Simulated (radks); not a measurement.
Values are calculated unless marked as measured or tabulated.
Spherical quantum dot in the effective-mass picture: electrons in a parabolic well V = omega^2 r^2 / 2 with omega = 1.04, with a point charge +1 (a donor) at the centre, all in effective atomic units (hartree* = m*/eps^2 hartree, bohr* = eps/m* bohr), one dielectric constant everywhere. Level of theory: non-relativistic Kohn-Sham, LDA (Slater exchange, Perdew-Wang correlation), spin-polarised, spherical densities (a radial shooting solver with Libxc functionals). Levels are named by radial order and angular momentum (1s, 1p, 1d, 2s, ...), and open shells are averaged over m. Each electron was tried in the lowest free levels, single moves between levels near the top were tried too, and the lowest total energy was kept; such a search can miss a lower state. At N = 1 the Hartree and exchange-correlation terms need not cancel, so that row can carry a self-interaction error.

| N | open shells | 2S | E (hartree*) | mu = E(N) - E(N-1) (hartree*) | addition energy mu(N+1) - mu(N) (hartree*) | e(HOMO) (hartree*) |
|---|---|---|---|---|---|---|
| 1 | 1s(up 1, down 0) | 1 | 0.267048 | 0.26705 | 0.9318 | 0.63389 |
| 2 | none | 0 | 1.46592 | 1.1989 | 1.893 | 1.5384 |
| 3 | 1p(up 1, down 0) | 1 | 4.55804 | 3.0921 | 0.5029 | 3.3410 |
| 4 | 1p(up 2, down 0) | 2 | 8.15309 | 3.5951 | 0.5069 | 3.8492 |
| 5 | 1p(up 3, down 0) | 3 | 12.2551 | 4.1020 | 0.6323 | 4.3534 |
| 6 | 1p(up 3, down 1) | 2 | 16.9894 | 4.7343 | 0.4570 | 4.9615 |
| 7 | 1p(up 3, down 2) | 1 | 22.1807 | 5.1913 | 0.4589 | 5.4213 |
| 8 | none | 0 | 27.8309 | 5.6502 | 1.058 | 5.8783 |
| 9 | 2s(up 1, down 0) | 1 | 34.5395 | 6.7086 | 0.4702 | 6.9184 |
| 10 | none | 0 | 41.7182 | 7.1788 | 0.5064 | 7.3863 |
| 11 | 1d(up 1, down 0) | 1 | 49.4034 | 7.6851 | 0.3860 | 7.8786 |
| 12 | 1d(up 2, down 0) | 2 | 57.4745 | 8.0711 | 0.3829 | 8.2632 |
| 13 | 1d(up 3, down 0) | 3 | 65.9285 | 8.4540 | 0.3793 | 8.6443 |
| 14 | 1d(up 4, down 0) | 4 | 74.7619 | 8.8333 | 0.3754 | 9.0217 |
| 15 | 1d(up 5, down 0) | 5 | 83.9706 | 9.2087 | 0.4621 | 9.3950 |
| 16 | 1d(up 5, down 1) | 4 | 93.6413 | 9.6707 | 0.3575 | 9.8498 |
| 17 | 1d(up 5, down 2) | 3 | 103.670 | 10.028 | 0.3554 | 10.206 |
| 18 | 1d(up 5, down 3) | 2 | 114.053 | 10.384 | 0.3527 | 10.560 |
| 19 | 1d(up 5, down 4) | 1 | 124.790 | 10.736 | 0.3498 | 10.912 |
| 20 | none | 0 | 135.876 | 11.086 | 0.9584 | 11.260 |
| 21 | 1f(up 1, down 0) | 1 | 147.921 | 12.045 | 0.3231 | 12.207 |
| 22 | 1f(up 2, down 0) | 2 | 160.288 | 12.368 | 0.3212 | 12.529 |
| 23 | 1f(up 3, down 0) | 3 | 172.977 | 12.689 | 0.3192 | 12.849 |
| 24 | 1f(up 4, down 0) | 4 | 185.985 | 13.008 | 0.3171 | 13.167 |
| 25 | 1f(up 5, down 0) | 5 | 199.311 | 13.325 | 0.3150 | 13.483 |
| 26 | 1f(up 6, down 0) | 6 | 212.951 | 13.640 | 0.3128 | 13.797 |
| 27 | 1f(up 7, down 0) | 7 | 226.904 | 13.953 | 0.3878 | 14.109 |
| 28 | 1f(up 7, down 1) | 6 | 241.245 | 14.341 | 0.3034 | 14.493 |
| 29 | 1f(up 7, down 2) | 5 | 255.889 | 14.644 | 0.3020 | 14.796 |
| 30 | 1f(up 7, down 3) | 4 | 270.836 | 14.946 | 0.3004 | 15.097 |
| 31 | 1f(up 7, down 4) | 3 | 286.082 | 15.247 | 0.2988 | 15.396 |
| 32 | 1f(up 7, down 5) | 2 | 301.628 | 15.545 | 0.2971 | 15.694 |
| 33 | 1f(up 7, down 6) | 1 | 317.471 | 15.843 | 0.2954 | 15.991 |
| 34 | none | 0 | 333.608 | 16.138 | 0.3647 | 16.285 |
| 35 | 2p(up 1, down 0) | 1 | 350.111 | 16.503 | 0.2992 | 16.652 |
| 36 | 2p(up 2, down 0) | 2 | 366.913 | 16.802 | - | 16.951 |

All shells are closed at N = 2, 8, 10, 20, 34 (there: 1s2 1p6 1d10 2s2 1f14); the second difference of the energy has clear peaks (12 % above both neighbours; the first and last values, which can be the largest, are not judged, and half-filled shells can peak too) at N = 2, 5, 8, 15, 20, 27, 34.
